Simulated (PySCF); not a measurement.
B (SMILES [B]), doublet; MN15/6-31G** run with PySCF.

PySCF was given this input:
```python
from pyscf import gto, scf, dft

mol = gto.M(
    atom='''
B     0.000000    0.000000    0.000000
''',
    basis='6-31g**',
    charge=0,
    spin=1,
    verbose=4,
)

mf = dft.UKS(mol)
mf.xc = 'mn15'
mf.grids.atom_grid = (75, 302)
mf.kernel()
mf.analyze()
```

Question: Predict the main parts of the log of this PySCF run.

Answer: 
```
PySCF version 2.14.0

[INPUT] verbose = 4
[INPUT] num. atoms = 1
[INPUT] num. electrons = 5
[INPUT] charge = 0
[INPUT] spin (= nelec alpha-beta = 2S) = 1
[INPUT] symmetry False subgroup None
[INPUT] Mole.unit = angstrom
[INPUT] Symbol           X                Y                Z      unit          X                Y                Z       unit  Magmom
[...]
nuclear repulsion = 0
number of shells = 6
number of NR pGTOs = 27
number of NR cGTOs = 14
basis = 6-31g**
ecp = {}

******** <class 'pyscf.dft.uks.UKS'> ********
method = UKS
initial guess = minao
damping factor = 0
level_shift factor = 0
DIIS = <class 'pyscf.scf.diis.CDIIS'>
diis_start_cycle = 1
diis_space = 8
diis_damp = 0
SCF conv_tol = 1e-09
SCF conv_tol_grad = None
SCF max_cycles = 50
direct_scf = True
direct_scf_tol = 1e-13
number electrons alpha = 3  beta = 2
XC library pyscf.dft.libxc version 7.1.2
    S. Lehtola, C. Steigemann, M. J. T. Oliveira, and M. A. L. Marques,  SoftwareX 7, 1–5 (2018)
XC functionals = mn15
    H. S. Yu, X. He, S. L. Li, and D. G. Truhlar,  Chem. Sci. 7, 5032–5051 (2016)
    H. S. Yu, X. He, S. L. Li, and D. G. Truhlar,  Chem. Sci. 7, 5032–5051 (2016)
radial grids:
    Treutler-Ahlrichs [JCP 102, 346 (1995); DOI:10.1063/1.469408] (M4) radial grids

becke partition: Becke, JCP 88, 2547 (1988); DOI:10.1063/1.454033
pruning grids: <function nwchem_prune>
grids dens level: 3
symmetrized grids: False
atomic radii adjust function: <function treutler_atomic_radii_adjust>
User specified grid scheme (75, 302)
small_rho_cutoff = 0
Set gradient conv threshold to 3.16228e-05
tot grids = 14048
init E= -24.5437434317046

cycle= 1 E= -24.6072894123863  delta_E= -0.0635  |g|= 0.0589  |ddm|= 0.587
cycle= 2 E= -24.6117297323842  delta_E= -0.00444  |g|= 0.0193  |ddm|= 0.184
cycle= 3 E= -24.6120757271916  delta_E= -0.000346  |g|= 0.00238  |ddm|= 0.0511
cycle= 4 E= -24.6120843977757  delta_E= -8.67e-06  |g|= 0.000264  |ddm|= 0.00808
cycle= 5 E= -24.6120844939419  delta_E= -9.62e-08  |g|= 2.25e-05  |ddm|= 0.000842
cycle= 6 E= -24.6120844945511  delta_E= -6.09e-10  |g|= 1.02e-06  |ddm|= 7.34e-05
Extra cycle  E= -24.6120844945526  delta_E= -1.48e-12  |g|= 2.75e-07  |ddm|= 2.21e-06
converged SCF energy = -24.6120844945526  <S^2> = 0.7502014  2S+1 = 2.0002014
**** SCF Summaries ****
Total Energy =                         -24.612084494552555
Nuclear Repulsion Energy =               0.000000000000000
One-electron Energy =                  -32.474503319764061
Two-electron Energy =                    7.862418825211507
Two-electron Coulomb Energy =           11.738679101496121
DFT Exchange-Correlation Energy =       -3.876260276284614
**** MO energy ****
                             alpha | beta                alpha | beta
[...]
To work with the spin densities directly, `use mulliken_meta_spin()` only printing them here.

 ** Mulliken spin pop alpha/beta on meta-lowdin orthogonal AOs **
 ** Mulliken Spin Density (per AO)  **
spin_pop of  0 B 1s        0.00002
spin_pop of  0 B 2s        0.00005
spin_pop of  0 B 3s        0.00010
spin_pop of  0 B 2px       0.04884
spin_pop of  0 B 2py       0.04274
spin_pop of  0 B 2pz       0.90828
spin_pop of  0 B 3px       0.00001
spin_pop of  0 B 3py       0.00001
spin_pop of  0 B 3pz       0.00013
spin_pop of  0 B 3dxy     -0.00000
spin_pop of  0 B 3dyz     -0.00002
spin_pop of  0 B 3dz^2    -0.00013
spin_pop of  0 B 3dxz     -0.00002
spin_pop of  0 B 3dx2-y2   -0.00000
 ** Mulliken Spin Density (per atom)  **
spin density of  0 B =      1.00000
 ** Mulliken pop alpha/beta on meta-lowdin orthogonal AOs **
 ** Mulliken pop       alpha | beta **
[...]
In total             3.00000 | 2.00000
 ** Mulliken atomic charges   ( Nelec_alpha | Nelec_beta ) **
charge of  0B =     -0.00000  (     3.00000      2.00000 )
Dipole moment(X, Y, Z, Debye): -0.00000,  0.00000,  0.00000
```
